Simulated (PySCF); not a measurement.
Compound: C₆H₄ClF.
Cartesian coordinates in Å at the PBE0-D3(BJ)/def2-SVP level; atoms count from 1:
```xyz
12
C6H4ClF angstrom
F     -0.6607    2.7078   -0.0498
C     -0.2496    1.4433   -0.0559
C     -1.1940    0.4244   -0.0240
C     -0.7469   -0.8948   -0.0309
C      0.6137   -1.1923   -0.0689
C      1.5327   -0.1436   -0.1001
Cl     3.2261   -0.4961   -0.1475
C      1.1157    1.1863   -0.0941
H     -2.2549    0.6765    0.0057
H     -1.4736   -1.7098   -0.0061
H      0.9682   -2.2235   -0.0744
H      1.8304    2.0090   -0.1183
```

Computed, not measured: PySCF 2.14.0, delta-SCF UKS SCAN, pcX-2 on the ionised atom, pcseg-1 elsewhere, spin-free X2C. The ground state was rerun for each ionised atom, in the same mixed basis as its hole state.

```
ionised atom  basis functions  E(ionised) (Eh)  binding energy (eV)
          C2              167       -781.60856              293.056
          C3              167       -781.69058              290.719
          C4              167       -781.68133              290.948
          C5              167       -781.69067              290.708
          C6              167       -781.63734              292.201
          C8              167       -781.68614              290.847
         Cl7              178       -688.57859             2829.006
```

Task: Fill in the total energy of each ground state.

Result: With binding energy = E(ionised) − E(ground) and 27.2114 eV a hartree:

```csv
atom,binding energy (Eh),E(ground) (Eh)
C2,10.7696,-792.3782
C3,10.6837,-792.3743
C4,10.6921,-792.3735
C5,10.6833,-792.3740
C6,10.7382,-792.3755
C8,10.6884,-792.3746
Cl7,103.9641,-792.5427
```

Task: How much do the ground-state energies differ, and what would follow from using one of them for all holes?

Result: They run from -792.5427 Eh (core basis on Cl7) to -792.3735 Eh (on C4), 0.1692 Eh or 4.60 eV apart, for one and the same state in different bases and grids. Pairing the ion of C4 with the ground state of Cl7 would put its binding energy 4.60 eV too high.

The listed C 1s values span 2.35 eV, from C5 (bonded to 2 C (aromatic in the SMILES) and H) to C2 (bonded to F and 2 C (aromatic in the SMILES)). Summing the Pauling electronegativity differences to the bonded atoms, each weighted by its formal bond order, gives -0.35 for the lowest site and +1.43 for the highest; no listed site has a larger sum than the highest. The values 290.71 and 290.72 eV lie too close for their order to be trusted.

Only 1s holes are shown. Geometry: PBE0-D3(BJ)/def2-SVP; no solvent, vibrations or thermal averaging.
